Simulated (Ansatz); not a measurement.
`C[SiH2]S[SiH](C)Cl`. Charge 0, multiplicity 1.

```xyz
15

C     1.604   -2.193    0.051
Si    1.402   -0.460   -0.593
S     1.067    0.940    1.007
Si   -1.055    1.000    1.034
C    -1.789    1.854   -0.439
Cl   -1.857   -0.905    1.126
H     1.818   -2.880   -0.773
H     0.693   -2.522    0.553
H     2.429   -2.242    0.765
H     0.274   -0.375   -1.558
H     2.642    0.006   -1.264
H    -1.410    1.681    2.300
H    -2.878    1.878   -0.354
H    -1.524    1.339   -1.363
H    -1.416    2.880   -0.492
```

Give the diagnostics of a CCSD(T)/def2-TZVPP run (frozen core, the Gaussian-basis code of Ansatz). (Estimate.)

Computed: T1 = 0.0101, largest single amplitude 0.009, largest double 0.012, (T) share of the correlation energy 4.1 %, 8 CCSD cycles. The RHF solution is stable towards an unrestricted one. T1 lies under the customary mark of 0.02 for closed shells.
